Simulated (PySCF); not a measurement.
C3H9FOSi. Atoms are numbered in the order given.

```xyz
15

C      1.7467    -1.4968    -0.7564
C      0.9869    -0.2149    -1.1289
Si    -0.3081     0.2918     0.1249
C     -1.6529    -0.9596     0.3977
O     -1.0464     1.7245    -0.2805
F      0.4966     0.5037     1.5379
H      1.0663    -2.3604    -0.6756
H      2.2543    -1.3881     0.2151
H      2.5116    -1.7525    -1.5069
H      0.4904    -0.3279    -2.1095
H      1.6960     0.6250    -1.2476
H     -2.1951    -1.1621    -0.5397
H     -2.3789    -0.5902     1.1387
H     -1.2381    -1.9103     0.7678
H     -0.4761     2.4804    -0.4625
```
Charge 0, spin multiplicity 1.

Coordinates come from a B3LYP-D3(BJ)/def2-SVP optimisation. One conformer was computed; it need not be the lowest.

Calculation: r2SCAN/def2-TZVP (PySCF).

ESP charges are fitted to the potential on shells at 1.4 to 2.0 van der Waals radii. Atomic charges (e):

| atom | Löwdin | ESP fit |
|---|---|---|
| C1 | -0.33 | -0.17 |
| C2 | -0.39 | -0.17 |
| Si3 | 0.03 | 0.93 |
| C4 | -0.42 | -0.66 |
| O5 | -0.11 | -0.71 |
| F6 | -0.02 | -0.36 |
| H7 | 0.12 | 0.05 |
| H8 | 0.12 | 0.05 |
| H9 | 0.12 | 0.06 |
| H10 | 0.14 | 0.04 |
| H11 | 0.14 | 0.04 |
| H12 | 0.14 | 0.16 |
| H13 | 0.14 | 0.19 |
| H14 | 0.13 | 0.15 |
| H15 | 0.18 | 0.40 |

Computed Mayer and Wiberg (Löwdin basis) orders of the bonds:
```tsv
bond	Mayer	Wiberg
C1–C2	0.95	1.31
C2–Si3	0.98	1.08
Si3–C4	1.01	1.18
Si3–O5	1.18	1.64
Si3–F6	1.06	1.61
C1–H7	0.98	0.91
C1–H8	0.97	0.91
C1–H9	0.97	0.91
C2–H10	0.94	0.84
C2–H11	0.94	0.84
C4–H12	0.94	0.90
C4–H13	0.95	0.89
C4–H14	0.95	0.90
O5–H15	0.88	1.02
```
